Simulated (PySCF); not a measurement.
Dipole response of Hf⁺ (hafnium, charge +1)

[Xe] 4f14 5d1 6s2, 2D determinant. All numbers are calculated (PySCF 2.14, scalar relativity through the core potential, in def2-QZVPPD with the def2 core potential (60 electrons)). Coupled (time-dependent) response in atomic units; α is the mean over directions.

```tsv
method	mean α (bohr³)	α xx, yy, zz	C₆ (like pair)	S(−4)
CAM-B3LYP	53.11	52.21, 52.21, 54.90	517.4	1132
r2SCANh	53.88	53.24, 53.24, 55.14	529.0	1203
```

S(−4) is the Cauchy moment in α(ω) = α(0) + S(−4) ω² + …

Spin-orbit coupling is absent.

α(iu) at CAM-B3LYP:

```tsv
u (hartree)	α(iu) (bohr³)
0	53.11
0.0500	50.45
0.100	44.04
0.200	30.14
0.300	20.73
0.500	11.60
0.750	7.083
1.00	4.954
1.50	2.918
2.00	1.937
3.00	1.022
5.00	0.4165
```

A single London oscillator, α(iu) = α/(1 + u²/ω²), gives C₆ = (3/4) ω α². Matching the computed C₆ needs ω = 4 × 517.4 / (3 × 53.11²) = 0.245 hartree.

For an ion, C₆ is the dispersion term alone; charge-induced terms of lower order in 1/R come first.

The components differ because the open shell of this determinant is not spherical; for a pure term their mean is the scalar polarisability.

⟨L²⟩ = 7.44 against 6 for a pure D term, so this real determinant mixes terms. Energies and moments cover only the electrons outside the core potential. Spin-orbit coupling, absent here, splits the open shell strongly. ⟨S²⟩ = 1.15 against 0.75 shows spin contamination.
